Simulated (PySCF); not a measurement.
SMILES [Si](CC[SiH](Cl)Cl)(F)(F)F (C2H5Cl2F3Si2), B3LYP/def2-SVP optimised geometry. Atoms within 1.6 Å of the plane z = 1.2 Å (x, y, z in Å): Si7 (-0.69, 0.50, 0.00), Cl8 (-1.39, 2.45, 0.00), Cl9 (1.39, 0.50, 0.00), H14 (-1.14, -0.16, 1.25).

Method: B3LYP/def2-TZVP in PySCF 2.14.0.

Map of the electrostatic potential (hartree/e), clipped to [-0.08, 0.12] on the plane z = 1.2 Å:

```
|000000000000000000000000000|
|000000000000000000000000000|
|000000000000000000000000000|
|000000011110000000000000000|
|000000013321000000000000000|
|000000125652100000000000000|
|000000136863210000000000000|
|000000125764321100000000000|
|100000124666643210000000000|
|111111134799985321100000000|
|111112236999997544321000000|
|111122347999998677531000000|
|111122359999998677631000000|
|111222359999996455321000000|
|111222359999964322110000000|
|111222247999643211000000000|
|111222234565432110000000000|
|111222223333322110000000000|
|111222222222222111000000000|
|111122222222222111100000000|
|111122222222222111111000000|
|111112222222221111111100000|
|111112222222221111111110000|
|111111222222211111111110000|
|111111112222111111111110000|
|111111111111111111111110000|
|111111111111111111111110000|
```
Scale: ten equal steps from -0.009 (start of '0') to 0.120 (end of '9'), in the order '0123456789'; x runs from -4.50 to 4.50, y from -4.50 (bottom) to 4.50 (top).
